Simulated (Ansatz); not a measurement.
Wavefunction ladder for `N[SiH2][SiH2][GaH][F]`

```xyz
12

N     0.905    0.968    0.104
Si    1.008   -0.761    0.648
Si   -1.167   -1.323    0.004
Ga   -0.961    0.886   -0.999
F    -1.702    2.121    0.068
H     1.731    1.343   -0.348
H     0.624    1.623    0.829
H     1.484   -0.802    2.058
H     2.061   -1.341   -0.228
H    -2.086   -1.481    1.163
H    -1.182   -2.562   -0.819
H    -0.714    1.330   -2.480
```

Charge 0, multiplicity 1. Correlated methods include outer-core shells of Ga, which these sets cover unevenly. Scalar relativity is left out up to krypton. Geometry: relaxed with PBE0-D4/def2-TZVP. It is one conformer, not always the lowest. Frozen core, restricted reference, Ansatz.

```tsv
basis	HF (Eh)	MP2 corr.	CCSD corr.	(T)	CCSD(T) total
def2-SVP	-2658.60185	-0.77595	-0.82073	-0.02239	-2659.44497
def2-TZVPP	-2659.24917	-0.95084	–	–	–
def2-QZVPP	-2659.31443	-1.25682	–	–	–
```
